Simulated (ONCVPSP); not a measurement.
# What one change does to a pseudopotential (V (Z = 23), ONCV)

ONCVPSP 4.0.1 input, shortened (lines: element, Z, core and valence counts, functional; n l f; lmax; l rc ep ncon nbas qcut; lloc lpopt rc5 dvloc0; l nproj debl; icmod fcfact rcfact), PW91, scalar-relativistic:

```
  V 23.00    3    5  -109134      upf
    1    0    2.00
    2    0    2.00
    2    1    6.00
    3    0    2.00
    3    1    6.00
    3    2    3.00
    4    0    1.50
    4    1    0.50
    2
    0    1.75    0.00    3    8    8.80
    1    2.05    0.00    3    7    8.30
    2    1.85    0.00    5   10    7.30
    4    2    1.15    3.00
    0    2    0.40
    1    2    2.80
    2    2    1.60
    3    5.75    1.35
```

Change: d: rc 2.64.

Cutoffs: the cutoffs (Ha) at which the residual kinetic energy of the hardest occupied pseudo-wave falls to 1 and 0.1 mHa per electron; they do not see the model core or the augmentation charge, which bear on the density cutoff. Errors are all-electron minus pseudo energies relative to the spin-unpolarised reference configuration.

Q: Predict the effect on cutoff, ghosts and configuration errors.

A: The potential gets softer (25 Ha and 69 Ha → 20 Ha and 25 Ha); of the 4 tests that both files solve, the error grows in 1 and shrinks in 0 by more than 15 % and 0.3 meV (median size 0.1 → 0.2 meV); neither file shows a bound ghost. A larger radius leaves more room for a smooth pseudo-wave, so fewer plane waves are needed.

| quantity | base | changed |
| --- | --- | --- |
| cutoff, loose | 25 Ha | 20 Ha |
| cutoff, tight | 69 Ha | 25 Ha |
| loose cutoff by channel | s 20 Ha, p 20 Ha, d 25 Ha | s 20 Ha, p 20 Ha, d 18 Ha |
| bound ghosts | none | none |
| GHOST(+) flags under 300 eV | none | none |
| error for 3s2 3p6 3d3 4s2 4p0, meV [ΔE -1.66 eV] | +0.1 | +0.1 |
| error for 3s2 3p6 3d3 4s1 4p0, meV [ΔE 6.13 eV] | 0.0 | +0.3 |
| error for 3s2 3p6 3d3 4s0 4p0, meV [ΔE 20.45 eV] | +0.2 | -5.6 |
| error for 3s2 3p6 3d3 4s1 4p1, meV [ΔE 1.71 eV] | -0.1 | -0.2 |
| s: phases at 1.78 bohr within 0.05 rad from the reference energy up to (Ha; the scan ends near 5) | to the end of the scan | to the end of the scan |
| p: phases at 2.08 bohr within 0.05 rad from the reference energy up to (Ha; the scan ends near 5) | to the end of the scan | to the end of the scan |
| rms error of d²Exc/dni dnj with the model core, mHa | 1.17 | 1.60 |
